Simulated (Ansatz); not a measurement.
Gas-phase electronic energies from Ansatz, PBE0-D4/def2-TZVP geometries. CBS: MP2 limit from def2 TZ/QZ plus the TZ coupled-cluster correction, frozen cores. Functionals use def2-TZVPP. One conformer a species, not always the lowest.

Reaction (ligand exchange at the Si–C bond): `FB1OC1[SiH2]Cl` + `O[SiH2]F` → `F[SiH2]O[SiH2]Cl` + `FB1CO1`

CCSD(T)/CBS gives -118.8 kJ/mol.

Problem. Another level gave -123.2 kJ/mol. Which?
A. ωB97X-V/def2-TZVPP
B. HF/def2-TZVPP
C. PBE/def2-TZVPP
D. SCS-MP2/def2-TZVPP

Solution. D. SCS-MP2/def2-TZVPP -123.2, PBE -102.3, ωB97X-V -118.2, HF/def2-TZVPP -141.4 kJ/mol.

Largest T1 diagnostic among the species: 0.014.

In def2-TZVPP, CCSD(T) changes the Hartree–Fock value by +23.0 kJ/mol (the triples alone add +4.0 kJ/mol) and MP2 by +22.2 kJ/mol. From PBE to PBE0 (25 % exact exchange), in def2-TZVPP and without D4, ΔE moves by −7.8 kJ/mol.
